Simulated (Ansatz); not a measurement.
```yaml
atoms:
  - { symbol: O, position_ang: [-0.9557, 1.2444, -0.8060] }
  - { symbol: Si, position_ang: [-0.4973, 0.1718, 0.1529] }
  - { symbol: O, position_ang: [0.0299, -1.0617, 1.2556] }
```

Basis set: cc-pVDZ (spherical functions). Frozen core: 7 orbitals. Charge 0, multiplicity 1.

Computed with Ansatz (development build ahead of 0.2.0); the reference of a correlated method needn't be the lowest determinant of its kind. Restricted open shells among the atoms or ions are ROHF, correlated in semicanonical orbitals with singles.

Give the atomization energy at this shape (free ground-state atoms in the same class of orbitals less the molecule, no zero-point energy) of singlet SiO2 by RHF-CCSD(T), RHF-CCSD.

| method | atomization energy |
| --- | --- |
| RHF-CCSD(T) | 9.71 eV |
| RHF-CCSD | 9.16 eV |

Caution: large amplitudes, a single reference is doubtful; no unrestricted run beside it, a lower state can exist; the reference determinant was not shown to be the lowest.
